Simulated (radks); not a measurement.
Values are calculated unless marked as measured or tabulated.
Numerical settings for the cerium ion Ce9+, [Kr] 4d10 5s2 5p1. Code: a radial shooting solver on a logarithmic mesh with Libxc functionals. Model: Dirac Kohn-Sham, PBE, spin-unpolarised, spherical densities, point nucleus; open shells are shared between the two j in proportion to 2j + 1. The defaults (mesh step 0.008 in ln r, mesh end at 40 bohr or more with all orbitals vanishing there, Anderson mixing 0.5 over 9 steps, residual threshold near 1e-9 with the energy settled to 1e-9 hartree or 1e-11 of itself, here a cap of 65 iterations) give E = -8845.0979 hartree and 5p3/2 at -129.08 eV in 14 iterations. Run on one thread of a shared host, so times are rough (Arm Neoverse V2): 0.12 s of CPU time, 0.12 s wall, 14 iterations on 2476 mesh points. One setting is changed at a time: mesh step in ln r 0.05; mesh step in ln r 0.2; mesh step in ln r 0.08; mesh end (bohr) 12; mesh end (bohr) 3; residual threshold 0.01; residual threshold 0.1; mixing 1.5; linear mixing, mixing 0.2; linear mixing, mixing 0.05; mixing history 20; iteration cap 3. Which runs fail to converge, and which converge to a wrong energy?

Answer. Not converged within the cap: mesh step in ln r 0.2; mesh step in ln r 0.08; linear mixing, mixing 0.2; linear mixing, mixing 0.05; iteration cap 3. Settings that end as converged yet miss the energy by more than 1 mhartree: mesh end (bohr) 3 (+0.0445 hartree).
